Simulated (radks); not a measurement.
Values are calculated unless marked as measured or tabulated.
Coulomb parameter of the 4f shell of the erbium ion Er2+ in the model configuration [Xe] 4f11 6s1, as a second difference U = [E(n + 0.5) + E(n - 0.5) - 2 E(n)] / (0.5)^2 with all orbitals relaxed. "Bare": the charge of the atom changes with n. "Screened": the 6s shell takes up the change at fixed total charge, which measures U(4f,4f) + U(6s,6s) - 2 U(4f,6s). Level of theory: scalar-relativistic Kohn-Sham, PBE, spin-unpolarised, spherical densities, finite nucleus; Fermi nuclear charge, rms radius 5.2516 fm (a radial shooting solver on a logarithmic mesh with Libxc functionals). Estimate both.

Answer. U(bare) = 18.357 eV, U(screened by 6s) = 7.743 eV, against the Slater integral F0(4f,4f) = 33.070 eV with frozen orbitals.
